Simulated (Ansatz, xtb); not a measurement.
## A geometry optimisation of AlF2GaH2Sn with r2SCAN-D4/def2-SVP

The starting geometry of this gas-phase triplet was built from a drawn formula by distance geometry; its bonds are those of `[F][Ga]([F])[AlH][SnH]`.

```xyz
7

Al   -0.9323    0.9444    0.0213
F    -1.7102    4.3296    0.5845
F     0.5279    4.0355   -1.3293
Ga   -0.3856    3.3254    0.2576
Sn   -2.7973   -0.0382   -1.4490
H     0.4789    0.2284    0.1781
H    -3.9964    1.1839   -1.7694
```

**Question.** Predict what becomes of its bonds when it is optimised with r2SCAN-D4/def2-SVP.

**Answer.** It keeps its bonds, and is `[F][Ga]([F])[AlH][SnH]`. Distances that change by over a tenth: F3–Ga4 (1.96 → 1.76 Å).

The energy falls by 1.11 eV over 17 steps:

```
step  E − E(last) (eV)
   1             1.112
   3             0.071
   5             0.008
   6             0.003
   8             0.001
  10             0.001
  12             0.001
  13             0.000
  15             0.000
  17             0.000
```

Final geometry (Å):

```tsv
atom	x (Å)	y (Å)	z (Å)
Al	-0.6905	0.8867	-0.1446
F	-1.4626	4.4351	0.9004
F	0.3592	4.3319	-1.3067
Ga	-0.5514	3.3649	-0.1549
Sn	-2.8404	-0.0063	-1.3075
H	0.3776	-0.1085	0.4689
H	-4.0068	1.1052	-1.9618
```

From the same start GFN2-xTB ends elsewhere, differing in Al1–F3 (1.67 against 3.78 Å here), Al1–H7 (1.77 against 3.79 Å here), F3–Ga4 (2.87 against 1.76 Å here).

No frequencies were run, so the end isn't proven a minimum. Open shells are spin-unrestricted. The triplet needn't be the ground state. Atoms past krypton carry core potentials, without spin–orbit terms. Run with Ansatz 0.2.0, 90 s on 2 threads of Intel(R) Xeon(R) 6975P-C (Granite Rapids), on a shared host.
